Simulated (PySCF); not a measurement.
# Ionisation energy of Pb by level of theory

Pb [Xe] 4f14 5d10 6s2 6p2 [6p1/2^2, M_J = 0] → Pb⁺ [Xe] 4f14 5d10 6s2 6p1 [6p1/2^1, M_J = 1/2], as a difference of total energies. Calculation: PySCF 2.14, in x2c-TZVPPall-2c (11s11p9d3f, 110 functions); the two-component X2C-1e Hamiltonian. Correlated levels: [Kr] 4d10 4f14 frozen; the 24 highest virtual spinors dropped. "Screened" scales the spin-orbit matrix elements by Boettger's factors to mimic the two-electron term; Breit and QED terms are absent.

```json
{"method": "GHF (spin-free)", "ionisation energy (eV)": "6.521"}
{"method": "GMP2 (spin-free)", "ionisation energy (eV)": "6.983"}
{"method": "GHF (screened spin-orbit)", "ionisation energy (eV)": "6.459"}
{"method": "GMP2 (screened spin-orbit)", "ionisation energy (eV)": "7.140"}
```

Problem. How much does correlation contribute at GMP2 (screened spin-orbit)?

Solution. 7.140 − (6.459) = 0.681 eV, measured against GHF (screened spin-orbit).

The spin-free rows relax to the high-spin LS determinant and lack the spin-orbit shift.

Errors of the correlated levels include the incompleteness of this basis and the frozen core.

The labels give the starting determinants; with spin-orbit coupling the two ends relaxed to ⟨J²⟩ = 0.00, ⟨L²⟩ = 1.52, ⟨S²⟩ = 1.52 and ⟨J²⟩ = 0.76, ⟨L²⟩ = 2.21, ⟨S²⟩ = 0.95.

For comparison: 7.417 eV (measured; NIST Atomic Spectra Database, ionization energies).
